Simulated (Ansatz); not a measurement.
Steps of a relaxation of `CC1=CC(C)=[O+][B-](O)(F)O1` with RKS PBE-D4/def2-SVP.

```sh
$ ansatz run in.yaml --threads 4 --pin off --events-out ev --progress --plain --max-ram 63488MiB --backend cuda --devices 0, --max-vram 37GiB
```

```yaml
crystal:
  periodic: [false, false, false]
  atoms:
    - {symbol: C, position_ang: [1.636300, -2.011800, -0.971900]}
    - {symbol: C, position_ang: [0.866000, -0.837500, -0.322100]}
    - {symbol: C, position_ang: [-0.289400, -0.342600, -0.863700]}
    - {symbol: C, position_ang: [-0.917000, 0.736500, -0.145400]}
    - {symbol: C, position_ang: [-2.334500, 1.134200, -0.659500]}
    - {symbol: O, position_ang: [-0.519900, 1.292800, 0.901200]}
    - {symbol: B, position_ang: [0.874000, 0.970900, 1.468100]}
    - {symbol: O, position_ang: [0.812000, 0.873800, 2.924600]}
    - {symbol: F, position_ang: [1.758500, 2.066800, 1.155500]}
    - {symbol: O, position_ang: [1.372200, -0.313600, 0.901600]}
    - {symbol: H, position_ang: [0.942300, -2.876900, -0.945300]}
    - {symbol: H, position_ang: [2.555300, -2.173800, -0.431000]}
    - {symbol: H, position_ang: [1.777400, -1.676500, -2.051800]}
    - {symbol: H, position_ang: [-0.685600, -0.746400, -1.749500]}
    - {symbol: H, position_ang: [-2.278600, 1.372000, -1.719000]}
    - {symbol: H, position_ang: [-3.053400, 0.347000, -0.475200]}
    - {symbol: H, position_ang: [-2.685300, 2.065400, -0.093100]}
    - {symbol: H, position_ang: [0.132200, 0.131200, 3.128100]}
basis:
  gaussian: {orbitals: def2-SVP}
hamiltonian: {xc: pbe, dispersion: d4}
relax: {f_tol: 0.03, max_steps: 200}
```

Positions (Å) and forces (eV/Å) along the path, 9 of 27 steps:

```xyz
18
step=1 energy=-14826.0386 eV
C     1.636   -2.012   -0.972   -1.722    1.948   -0.263
C     0.866   -0.838   -0.322    2.481    0.204    3.017
C    -0.289   -0.343   -0.864    0.592    1.957    2.242
C    -0.917    0.737   -0.145   -2.965   -1.303   -2.644
C    -2.334    1.134   -0.659    1.359    1.748    1.651
O    -0.520    1.293    0.901    0.966    0.540    0.827
B     0.874    0.971    1.468    1.744    1.434    2.306
O     0.812    0.874    2.925   -1.810   -1.653   -1.060
F     1.758    2.067    1.155   -1.282   -1.460   -0.226
O     1.372   -0.314    0.902   -1.096   -1.687   -3.933
H     0.942   -2.877   -0.945    0.314   -0.183   -0.094
H     2.555   -2.174   -0.431    0.798   -0.311    0.236
H     1.777   -1.677   -2.052    0.185   -0.591    0.854
H    -0.686   -0.746   -1.750   -0.836   -0.525   -1.465
H    -2.279    1.372   -1.719   -0.085    0.010   -0.694
H    -3.053    0.347   -0.475   -0.491   -0.772    0.033
H    -2.685    2.065   -0.093    0.356   -0.887   -0.562
H     0.132    0.131    3.128    1.495    1.532   -0.227
18
step=3 energy=-14826.9504 eV
C     1.627   -1.945   -0.882    0.080   -0.509   -0.312
C     0.861   -0.809   -0.293   -0.154   -0.206   -0.862
C    -0.294   -0.272   -0.873   -0.375    0.234   -0.465
C    -0.987    0.765   -0.209   -0.034   -0.787    0.479
C    -2.360    1.201   -0.636    0.188   -0.064   -0.369
O    -0.540    1.256    0.898   -0.138    0.060   -0.096
B     0.881    0.921    1.467   -0.005    0.795    0.142
O     0.829    0.791    2.862    0.194    0.211   -0.302
F     1.684    1.952    1.018    0.016   -0.205    0.138
O     1.351   -0.354    0.791    0.447    0.286    1.061
H     1.029   -2.883   -0.875    0.010    0.044    0.033
H     2.562   -2.109   -0.312   -0.108    0.026   -0.004
H     1.883   -1.752   -1.943   -0.039    0.066   -0.006
H    -0.707   -0.689   -1.808    0.136    0.033    0.158
H    -2.353    1.442   -1.721   -0.098    0.000    0.101
H    -3.092    0.373   -0.486    0.143    0.111   -0.003
H    -2.677    2.077   -0.055   -0.072    0.182    0.094
H     0.266    0.048    3.107   -0.191   -0.278    0.211
18
step=14 energy=-14827.0421 eV
C     1.640   -1.937   -0.947    0.032   -0.075   -0.050
C     0.903   -0.796   -0.312    0.058    0.087    0.050
C    -0.204   -0.184   -0.931   -0.100   -0.081   -0.021
C    -1.007    0.682   -0.170    0.129    0.193   -0.110
C    -2.333    1.184   -0.657   -0.087   -0.015    0.095
O    -0.652    1.081    1.010    0.001   -0.076    0.056
B     0.799    0.883    1.530    0.011    0.024    0.031
O     0.835    0.795    2.921   -0.041   -0.037   -0.017
F     1.564    1.898    1.008   -0.034   -0.038    0.008
O     1.307   -0.438    0.862   -0.039   -0.010    0.011
H     1.082   -2.887   -0.785    0.047    0.074   -0.008
H     2.644   -2.041   -0.490   -0.064    0.008   -0.035
H     1.732   -1.790   -2.042   -0.012   -0.026    0.065
H    -0.519   -0.493   -1.935   -0.005   -0.013    0.016
H    -2.458    1.033   -1.744   -0.019   -0.012    0.014
H    -3.149    0.641   -0.126    0.061    0.058   -0.056
H    -2.444    2.259   -0.402    0.025   -0.094   -0.029
H     0.223    0.121    3.261    0.035    0.030   -0.019
18
step=15 energy=-14827.0458 eV
C     1.646   -1.932   -0.953    0.059   -0.074   -0.084
C     0.911   -0.789   -0.320   -0.046   -0.012    0.116
C    -0.203   -0.185   -0.933   -0.027    0.013   -0.071
C    -1.001    0.689   -0.176    0.035    0.022   -0.023
C    -2.330    1.187   -0.659   -0.135    0.038    0.063
O    -0.654    1.074    1.011    0.029   -0.014    0.025
B     0.794    0.875    1.538    0.009    0.033    0.018
O     0.822    0.775    2.928   -0.053   -0.050   -0.013
F     1.561    1.895    1.028   -0.032   -0.037    0.012
O     1.307   -0.439    0.859    0.002    0.013   -0.011
H     1.110   -2.887   -0.746    0.065    0.114   -0.012
H     2.666   -2.008   -0.526   -0.092    0.002   -0.051
H     1.698   -1.811   -2.055   -0.004   -0.032    0.105
H    -0.519   -0.493   -1.937    0.004   -0.003    0.014
H    -2.482    0.984   -1.737   -0.014    0.019    0.104
H    -3.144    0.689   -0.078    0.141    0.099   -0.114
H    -2.414    2.278   -0.456    0.011   -0.171   -0.050
H     0.198    0.109    3.261    0.048    0.040   -0.028
18
step=18 energy=-14827.0462 eV rejected
C     1.662   -1.908   -0.965    0.217   -0.421   -0.086
C     0.902   -0.788   -0.321   -0.095   -0.033   -0.005
C    -0.199   -0.171   -0.944    0.041    0.004    0.004
C    -1.006    0.692   -0.183   -0.014    0.010    0.015
C    -2.312    1.228   -0.686   -0.140    0.068    0.024
O    -0.687    1.042    1.022    0.027   -0.018    0.002
B     0.753    0.821    1.577    0.049    0.150   -0.124
O     0.750    0.684    2.963   -0.040   -0.040    0.010
F     1.520    1.864    1.106   -0.059   -0.127    0.073
O     1.270   -0.471    0.878    0.042    0.010    0.011
H     1.447   -2.867   -0.401    0.162    0.542   -0.351
H     2.767   -1.714   -0.872   -0.545   -0.126   -0.078
H     1.373   -2.043   -2.041    0.186    0.025    0.514
H    -0.496   -0.460   -1.959   -0.001    0.006    0.000
H    -2.560    0.852   -1.699    0.013    0.054    0.108
H    -3.124    0.951    0.027    0.135    0.054   -0.131
H    -2.270    2.342   -0.698   -0.007   -0.183   -0.009
H     0.172   -0.043    3.247    0.030    0.026    0.024
18
step=21 energy=-14827.0648 eV
C     1.660   -1.911   -0.963    0.006   -0.022   -0.002
C     0.897   -0.793   -0.318    0.004    0.016   -0.008
C    -0.202   -0.175   -0.942    0.002   -0.007    0.000
C    -1.007    0.692   -0.183   -0.003    0.003    0.004
C    -2.316    1.222   -0.682   -0.013    0.004    0.000
O    -0.681    1.049    1.018    0.002   -0.009   -0.003
B     0.758    0.829    1.570    0.014    0.022   -0.012
O     0.759    0.700    2.957   -0.010   -0.008   -0.001
F     1.531    1.861    1.095   -0.006   -0.013    0.011
O     1.273   -0.470    0.876   -0.007   -0.008    0.000
H     1.402   -2.869   -0.462    0.016    0.024   -0.008
H     2.747   -1.754   -0.815   -0.024    0.002   -0.010
H     1.431   -2.003   -2.041    0.002   -0.006    0.022
H    -0.502   -0.466   -1.956    0.000    0.000    0.004
H    -2.553    0.868   -1.701    0.000    0.004    0.009
H    -3.126    0.920    0.014    0.012    0.009   -0.009
H    -2.290    2.332   -0.670    0.002   -0.012   -0.004
H     0.182   -0.021    3.256    0.004    0.001    0.005
18
step=24 energy=-14827.0673 eV
C     1.665   -1.906   -0.965    0.072   -0.122   -0.012
C     0.890   -0.798   -0.318   -0.016   -0.038    0.024
C    -0.212   -0.184   -0.941    0.025    0.050   -0.033
C    -1.008    0.697   -0.187   -0.044   -0.077    0.038
C    -2.310    1.240   -0.692    0.000    0.029   -0.005
O    -0.685    1.048    1.016    0.010    0.029   -0.016
B     0.747    0.814    1.580   -0.005   -0.024    0.017
O     0.731    0.669    2.966    0.005    0.004    0.008
F     1.528    1.849    1.129    0.007    0.015   -0.009
O     1.263   -0.479    0.878   -0.001    0.012   -0.005
H     1.543   -2.839   -0.366    0.032    0.159   -0.103
H     2.750   -1.656   -0.945   -0.154   -0.042   -0.019
H     1.337   -2.095   -2.007    0.054    0.014    0.123
H    -0.510   -0.473   -1.956    0.000    0.000    0.013
H    -2.571    0.850   -1.692    0.001    0.006    0.008
H    -3.118    0.995    0.028    0.022    0.006   -0.014
H    -2.249    2.348   -0.732   -0.005   -0.021   -0.004
H     0.171   -0.068    3.256   -0.002   -0.001   -0.015
18
step=25 energy=-14827.0685 eV
C     1.666   -1.905   -0.966    0.025   -0.075   -0.004
C     0.889   -0.800   -0.317    0.007   -0.006    0.001
C    -0.212   -0.184   -0.940   -0.011   -0.005    0.001
C    -1.011    0.692   -0.184    0.002    0.000    0.002
C    -2.309    1.241   -0.693   -0.011   -0.001    0.006
O    -0.686    1.047    1.017   -0.002    0.006   -0.010
B     0.747    0.814    1.580   -0.001   -0.016    0.013
O     0.732    0.670    2.966    0.003    0.002    0.007
F     1.527    1.849    1.127    0.003    0.009   -0.005
O     1.263   -0.479    0.879   -0.006    0.001   -0.003
H     1.544   -2.839   -0.372    0.021    0.085   -0.049
H     2.748   -1.656   -0.945   -0.077   -0.017   -0.011
H     1.340   -2.093   -2.007    0.028    0.009    0.065
H    -0.514   -0.480   -1.952    0.008    0.011    0.001
H    -2.568    0.854   -1.694    0.001    0.003    0.006
H    -3.119    0.996    0.024    0.009    0.006   -0.009
H    -2.246    2.349   -0.729    0.002   -0.013   -0.002
H     0.170   -0.066    3.255   -0.001   -0.001   -0.010
18
step=27 energy=-14827.0699 eV
C     1.667   -1.904   -0.966    0.001   -0.011    0.004
C     0.885   -0.805   -0.315    0.005    0.007   -0.010
C    -0.215   -0.189   -0.937    0.000   -0.006    0.005
C    -1.013    0.691   -0.183    0.011    0.020   -0.006
C    -2.306    1.247   -0.695   -0.005   -0.007    0.004
O    -0.687    1.047    1.017   -0.007   -0.008   -0.002
B     0.743    0.808    1.585    0.005   -0.002    0.001
O     0.724    0.659    2.970   -0.001    0.000    0.002
F     1.526    1.843    1.137    0.001    0.000    0.001
O     1.260   -0.484    0.881   -0.007   -0.004    0.006
H     1.602   -2.822   -0.345    0.005    0.012   -0.004
H     2.740   -1.622   -0.997   -0.011    0.000   -0.004
H     1.311   -2.127   -1.988    0.002    0.000    0.006
H    -0.515   -0.480   -1.951   -0.002   -0.002   -0.002
H    -2.574    0.848   -1.690    0.000    0.000    0.001
H    -3.117    1.025    0.028    0.001    0.002    0.000
H    -2.228    2.353   -0.750    0.001    0.000   -0.002
H     0.159   -0.078    3.252    0.001    0.001   -0.002
```

Hardware: 4 threads of an AMD EPYC 7R13 on a shared host and a share of an NVIDIA H100 80 GB. Wall time 42 s, peak host memory 0.85 GiB.
